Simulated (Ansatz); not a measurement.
Tl4H5⁻, relaxed as a singlet with RKS B3LYP-D4/def2-SVPD in Ansatz, starting from the GFN1-xTB geometry. Force threshold 0.02 eV/Å.

In the def2 sets Tl takes a core potential; there is no spin–orbit coupling. The structure comes from a short search, and lower isomers may exist.

Start:

| atom | x (Å) | y (Å) | z (Å) |
| --- | --- | --- | --- |
| Tl1 | -0.8834 | 2.1156 | 0.4193 |
| Tl2 | -0.6560 | 0.7134 | -2.1059 |
| Tl3 | -1.3586 | -1.8640 | 0.9226 |
| Tl4 | 2.4638 | -0.1563 | 0.2930 |
| H5 | 0.8095 | -1.4754 | 0.8854 |
| H6 | 1.4021 | 0.0386 | -1.6417 |
| H7 | 1.1691 | 1.5123 | 0.9701 |
| H8 | -1.3624 | -1.1668 | -1.1851 |
| H9 | -1.5841 | 0.2826 | 1.4424 |

Q: Estimate the energy that the relaxation releases and the steps that it takes.

A: 20.9 kcal/mol, in 33 steps; 8.1 min on 4 threads of Intel Xeon on a shared host. The force fell under the threshold at step 15, but the optimiser went on and released 0.172 eV more. No frequencies were taken in this run, so the end may be a saddle point.

Q: Does the start keep its bonding and symmetry?

A: Bonds lost: Tl1–Tl2 (atoms count from 1).

Q: Predict the relaxed structure.

A: 
Cartesian coordinates in Å:
```
Tl -0.3285 1.5312 1.9432
Tl -0.2896 0.6082 -2.2715
Tl -1.3220 -1.8369 0.6736
Tl 2.4901 0.1091 0.1720
H 0.6315 -0.6289 1.4348
H 1.5967 -0.6761 -1.7406
H 0.5962 1.5589 -0.2347
H -1.2884 -0.9585 -1.2543
H -2.0861 0.2929 1.2775
```
Bond lengths (bridged metal pairs left out): .
